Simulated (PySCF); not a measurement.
**What settings do to a single point of [Er(OH)4]−**

The sound run of [Er(OH)4]− (singlet in the valence; each metal's 4f electrons, 11 of them, lie in its core potential, out of spins and levels; a saddle point, relaxed within its symmetry) uses PySCF 2.14.0, RKS BP86, Er lcecp-1-SVP with ECP57, O def2-SVP, H def2-SVP; non-relativistic Hamiltonian with scalar-relativistic core potentials where named; density fitting; no spin-orbit coupling, grid (50, 194), threshold 1e-8 Eh and 55 cycles, at the relaxed geometry:

```xyz
9

Er    0.0267    0.0182   -0.0050
O     1.1742    1.3034    1.2267
H     2.0906    1.4918    1.4789
O    -1.1741   -1.2891    1.1768
H    -2.0926   -1.5200    0.9535
O     1.2792   -1.2138   -1.2056
H     1.3217   -2.1843   -1.2301
O    -1.3065    1.1363   -1.2261
H    -1.6809    2.0310   -1.1798
```

There Er1 has a Mulliken charge of 0.48 e and the dipole about the centre of mass is 0.23 D. Each run below changes one thing and starts from free metal ions and neutral atoms unless it says otherwise; with 55 cycles, smearing, a level shift and second-order steps follow where DIIS fails, and their cycles count. Energy shifts count from the sound run. On f atoms grids over 110 angular points are at least (60, 302).

| change | outcome | cycles | energy shift (eV) | largest force component (eV/Å) | charge on Er1 (e) | dipole about the centre of mass (D) |
| --- | --- | --- | --- | --- | --- | --- |
| start from a density of up to 30 smeared cycles (not counted) | converged | 8 | 0.0000 | 0.02 | 0.48 | 0.23 |
| spin (2S) set to 8, limit 70 cycles | converged | 36 | 25.40 | 2.95 | -1.58 | 0.26 |

(1) One further run converged with energy shift (eV) -0.0417, largest force component (eV/Å) 0.10, charge on Er1 (e) 0.48, dipole about the centre of mass (D) 0.23. Which change was it?
A. threshold 1e-05
B. grid (40, 110)
C. charge changed by +4, spin kept, limit 90 cycles

(2) And the other changes listed?

Unsound on purpose, so not properties of the compound: spin (2S) set to 8, limit 70 cycles.

Forces carry noise of the integration grid, about 0.01 to 0.03 eV/Å.

An lcecp potential fixes the number of 4f electrons, so in runs with it no electron can move into or out of that shell.

Answers

(1) B.

(2) 
| change | outcome | cycles | energy shift (eV) | largest force component (eV/Å) | charge on Er1 (e) | dipole about the centre of mass (D) |
| --- | --- | --- | --- | --- | --- | --- |
| threshold 1e-05 | converged | 8 | 0.0000 | 0.02 | 0.48 | 0.23 |
| charge changed by +4, spin kept, limit 90 cycles | not converged | 90 | – | – | – | – |
